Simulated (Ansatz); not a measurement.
`N#[C][GaH][OH]` + H–F → `N#[C][GaH][F]` + H₂O at 298.15 K and 1 bar (ligand exchange at a Ga–O bond).

Computed with Ansatz on PBE0-D4/def2-TZVP structures; ΔE is electronic, products minus reactants. CCSD(T)/CBS adds triple-zeta CCSD(T) − MP2 to the extrapolated MP2 energy (def2 sets, frozen cores). This one scheme is used for every species. For Ga outer-core shells are correlated without core-valence functions, which leaves a few kJ/mol of doubt a bond. Scalar relativity is left out up to krypton. One conformer a species, not always the lowest.

```
         species  CCSD(T)/CBS energy (Eh)  H − E (kJ/mol)  S (J/(mol·K))
`N#[C][GaH][OH]`              -2093.08647            91.8          314.8
             H–F               -100.39570            33.5          173.6
 `N#[C][GaH][F]`              -2117.11015            60.1          310.9
             H₂O                -76.37941            66.4          188.7
```

H − E and S are ideal-gas, rigid-rotor, harmonic terms from PBE0-D4/def2-TZVP, for one conformer and one mirror image of each species. 1 Eh = 2625.50 kJ/mol, R = 8.31446 J/(mol·K).

Problem. By hand: ΔE, ΔH, ΔS and ΔG.

Solution. ΔE = (-2117.11015) + (-76.37941) − (-2093.08647) − (-100.39570) = -0.00739 Eh = -19.4 kJ/mol. Δ(H − E) = 60.1 + 66.4 − 91.8 − 33.5 = 1.2, so ΔH = -18.2 kJ/mol. ΔS = 310.9 + 188.7 − 314.8 − 173.6 = 11.2 J/(mol·K). ΔG = -18.2 − 298.15 × (11.2)/1000 = -21.5 kJ/mol.

Problem. By hand: the equilibrium constant, and the temperature at which ΔG would vanish if ΔH and ΔS stayed fixed.

Solution. log₁₀ K = −ΔG/(RT ln 10) = 3.8. ΔH and −TΔS have one sign here, so there is no such temperature.

The number of gas molecules stays the same, so ΔS is small and ΔH decides. A doubt of 5 kJ/mol in ΔE shifts log₁₀ K by 0.9 here. Other conformers and mirror images would add mixing entropy, several J/(mol·K) or more a flexible species. These are equilibria of isolated gas molecules and say nothing of rates. Largest T1 diagnostic: 0.015 (customary marks: 0.02 for closed shells, 0.045 for open ones).

ΔS is within the doubt of such terms, so its sign, and with it that verdict, could turn.
